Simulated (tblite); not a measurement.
Species: C5H3ClFN2 (doublet state).
Structure used (GFN2-xTB), in Å, numbered top down from 1:
```
atom  x, y, z in Å
C1     2.0833   -0.2681   -0.0393
C2     0.7100   -0.2174   -0.0167
N3     0.0184   -1.3936   -0.0049
C4    -1.2766   -1.3598    0.0206
N5    -2.0505   -0.2686    0.0356
C6    -1.4236    0.8827    0.0233
F7    -2.1849    1.9767    0.0373
C8    -0.0376    1.0090   -0.0025
Cl9    0.7150    2.5418   -0.0153
H10    2.5710   -1.2245   -0.0476
H11    2.6772    0.6266   -0.0481
H12   -1.8004   -2.3056    0.0316
```

All values are computed: GFN2-xTB (tblite) harmonic vibrations without scaling, gas phase. Against measured fundamentals such values can be off by several per cent, at times by over 20. One conformer, not necessarily the lowest. Open shells enter through the occupations alone, without spin polarisation, and single modes of such species can be off by tens of per cent.

Harmonic wavenumbers (cm⁻¹): 80.3, 189.4, 195.1, 248.2, 283.3, 403.9, 429.8, 479.4, 515.4, 520.4, 584.0, 622.7, 701.4, 794.4, 826.4, 901.3, 926.1, 1043.5, 1055.1, 1218.2, 1232.6, 1327.5, 1334.4, 1362.0, 1421.0, 1465.1, 1553.7, 3076.0, 3132.4, 3183.0.

A = 1881, B = 1593, C = 862.5 MHz; mass 144.997 u (most abundant isotopes); point group Cs, symmetry number 1; spin multiplicity 2.

Zero-point energy?

½Σν̃ = 15553 cm⁻¹ = 186.05 kJ/mol.

Give the ideal-gas entropy at 400 K and 1 bar in the rigid-rotor, harmonic-oscillator model (classical rotation).

Translation 177.03, rotation 125.88, vibration 105.02, spin (R ln 2) 5.76: S = 413.7 J/(mol K).

And Cp and H(400 K) − H(0)?

Cp = 156.06 J/(mol K), of which vibrations give 122.80 (their classical limit is 30 R = 249.4); H(400 K) − H(0) = 37.31 kJ/mol without the zero-point energy, 24.01 from vibrations.

Which modes carry the vibrational entropy at 400 K?

80.3 cm⁻¹: 18.67; 189.4 cm⁻¹: 11.66; 195.1 cm⁻¹: 11.43; 248.2 cm⁻¹: 9.53; 283.3 cm⁻¹: 8.51; 403.9 cm⁻¹: 5.90 J/(mol K); the other 24 give 39.31 together.

Blend soft modes into free rotors: weight 1/[1 + (100 cm⁻¹/ν̃)⁴] for the oscillator and the rest for a rotor with moment μB/(μ + B), μ = h/(8π²ν), B = 10⁻⁴⁴ kg m². What vibrational entropy results?

101.65 J/(mol K) in place of 105.02, which changes −T·S at 400 K by +1.35 kJ/mol.

What must be added to the electronic energy to get the Gibbs energy at 400 K and 1 bar?

ZPE + [H(400 K) − H(0)] − T·S = 186.05 + 37.31 − 165.48 = 57.88 kJ/mol.

Hindered rotation and anharmonicity are outside this model. Other conformers, if any are populated, would add a mixing term that is left out.
